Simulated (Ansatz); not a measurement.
`[GeH3]` radical, relaxed with UKS PBE0-D4/def2-TZVP in the Gaussian-basis code of Ansatz from a GFN2-xTB geometry. The force threshold is 0.005 eV/Å; the program also tests the step.

Total charge 0; spin multiplicity 2.

Start:

```xyz
4

Ge    0.257    0.306    0.305
H     0.201    0.735   -1.174
H    -1.229    0.103    0.656
H     0.771   -1.144    0.214
```

```
step  energy (eV)  largest force (eV/Å)  largest move (Å)
   1  -56558.1989                 0.743             0.000
   2  -56558.2910                 0.523             0.196
   3  -56558.3397                 0.139             0.051
   4  -56558.3421                 0.027             0.009
   5  -56558.3422                 0.003             0.003
```

End:

```xyz
4

Ge    0.180    0.213    0.215
H     0.241    0.811   -1.202
H    -1.269    0.148    0.727
H     0.848   -1.173    0.261
```

Hardware: 2 threads of a server CPU on a shared host. Wall time 3.5 s, peak host memory 0.14 GiB.
